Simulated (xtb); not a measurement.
IIn, charge +3, doublet, at a GFN2-xTB geometry of the parent state (such geometries of metal compounds can be far from the true shape) (a state made from the parent by changing its charge; the spin is typed, not shown lowest); GFN0-xTB run with xtb.

Input for xtb:
```
$ xtb mol.xyz --gfn 0 --chrg 3 --uhf 1 --json

# file mol.xyz
2

In    -0.00000000    -0.00000000    -1.69320062
I      0.00000000     0.00000000     1.56541190
```

Task: What does xtb print? Leave out banner, timings and long lists.

Result: 
```
   ID    Z sym.   atoms
    1   49 In     1
    2   53 I      2

           -------------------------------------------------
          |                Calculation Setup                |
           -------------------------------------------------

           -------------------------------------------------
          |                 G F N 0 - x T B                 |
           -------------------------------------------------

          ...................................................
          :                      SETUP                      :
          :.................................................:
          :  # basis functions                  20          :
          :  # atomic orbitals                  18          :
          :  # shells                            6          :
          :  # electrons                         7          :
          :  electronic temp.          300.0000000     K    :
          :  accuracy                    1.0000000          :
          :  -> integral cutoff          0.2500000E+02      :
          :  -> integral neglect         0.1000000E-07      :
          ...................................................

         :::::::::::::::::::::::::::::::::::::::::::::::::::::
         ::                     SUMMARY                     ::
         :::::::::::::::::::::::::::::::::::::::::::::::::::::
         :: total energy               2.283094545770 Eh    ::
         :: gradient norm              0.016231489106 Eh/a0 ::
         :: HOMO-LUMO gap              0.375762075026 eV    ::
         ::.................................................::
         :: H0 energy                 -3.544455666482 Eh    ::
         :: repulsion energy           0.000180959195 Eh    ::
         :: electrostat energy         5.827567902454 Eh    ::
         :: -> Gsolv                   0.000000000000 Eh    ::
         ::    -> Gsasa                0.000000000000 Eh    ::
         ::    -> Gshift               0.000000000000 Eh    ::
         :: dispersion energy         -0.000198649398 Eh    ::
         :: short-range corr.          0.000000000000 Eh    ::
         :: add. restraining           0.000000000000 Eh    ::
         :: total charge               3.000000000000 e     ::
         :::::::::::::::::::::::::::::::::::::::::::::::::::::

           -------------------------------------------------
          |                Property Printout                |
           -------------------------------------------------

    * Orbital Energies and Occupations

         #    Occupation            Energy/Eh            Energy/eV
      -------------------------------------------------------------
         1        2.0000           -0.6639860             -18.0680
         2        2.0000           -0.4613063             -12.5528
         3        1.4995           -0.4308507             -11.7240
         4        1.4995           -0.4308507             -11.7240 (HOMO)
         5        0.0010           -0.4170417             -11.3483 (LUMO)
         6                         -0.0969372              -2.6378
         7                         -0.0969372              -2.6378
         8                         -0.0695154              -1.8916
         9                         -0.0489824              -1.3329
        10                         -0.0489824              -1.3329
        11                         -0.0295801              -0.8049
        12                         -0.0295801              -0.8049
        13                          0.0324984               0.8843
        14                          0.0834359               2.2704
        15                          0.0834359               2.2704
       ...                                ...                  ...
        18                          0.5613994              15.2765
      -------------------------------------------------------------
                  HL-Gap            0.0138090 Eh            0.3758 eV
             Fermi-level            0.0000000 Eh            0.0000 eV

     #   Z          covCN         q      C6AA      α(0)
     1  49 In       0.632     2.023   508.267    56.936
     2  53 I        0.632     0.977   305.052    30.175

 Mol. C6AA /au·bohr⁶  :       1564.569602
 Mol. C8AA /au·bohr⁸  :     190732.321661
 Mol. α(0) /au        :         87.110967

Wiberg/Mayer (AO) data.
largest (>0.10) Wiberg bond orders for each atom

 ---------------------------------------------------------------------------
     #   Z sym  total        # sym  WBO       # sym  WBO       # sym  WBO
 ---------------------------------------------------------------------------
     1  49 In   0.556 --     2 I    0.556
     2  53 I    0.556 --     1 In   0.556
 ---------------------------------------------------------------------------

Topologies differ in total number of bonds
Writing topology from bond orders to xtbtopo.mol

 dipole moment from electron density (au)
     X       Y       Z
  -0.0000  -0.0000  -0.4800  total (Debye):    1.220

           -------------------------------------------------
          | TOTAL ENERGY                2.283094545770 Eh   |
          | GRADIENT NORM               0.016231489106 Eh/α |
          | HOMO-LUMO GAP               0.375762075026 eV   |
           -------------------------------------------------

normal termination of xtb
```
